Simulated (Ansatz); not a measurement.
`C[SiH](F)Cl` + `C[SeH]` → `C[Se][SiH](F)Cl` + CH₄  (ligand exchange at the Si–C bond)

Computed with Ansatz on PBE0-D4/def2-TZVP structures; ΔE is electronic, products minus reactants. CBS: MP2 limit from def2 TZ/QZ plus the TZ coupled-cluster correction, frozen cores. This one scheme is used for every species. DFT in def2-TZVPP. For Se outer-core shells are correlated without core-valence functions, which leaves a few kJ/mol of doubt a bond. Scalar relativity is left out up to krypton. Each species was taken in one conformer, which may not be the lowest.

| level | ΔE (kJ/mol) |
| --- | --- |
| ωB97M-V | -53.3 |
| BLYP | -50.7 |
| r2SCAN | -57.0 |
| RPA@PBE/def2-TZVPP | -49.4 |
| HF/def2-TZVPP | -45.2 |
| MP2/def2-TZVPP | -59.1 |
| MP2/def2-QZVPP | -62.0 |
| HF/CBS(def2) | -44.5 |

**Question.** What does CCSD(T)/CBS give? (An estimate is asked.)

**Answer.** Ansatz gave: -58.1 kJ/mol. The listed levels differ from it by 4.8, 7.4, 1.1, 8.7, 12.9, -1.0, -3.9, 13.6 kJ/mol.

Largest T1 diagnostic among the species: 0.010.

In def2-TZVPP, CCSD(T) changes the Hartree–Fock value by −7.4 kJ/mol (the triples alone add −2.8 kJ/mol) and MP2 by −13.9 kJ/mol. Leaving LDA and LC-ωPBE aside and taking each functional with its dispersion term where it has one, the values, not all of them listed here, spread over 10.7 kJ/mol, from revPBE-D4 to CAM-B3LYP-D4. The D4 term adds −8.3 kJ/mol with B3LYP and −4.6 kJ/mol with PBE0; it sums over pairs of atoms, weighted by their polarisabilities, and B3LYP, whose exchange is more repulsive, gets the larger term.

B3LYP here is the variant with VWN-RPA as its local correlation; programs differ in this.
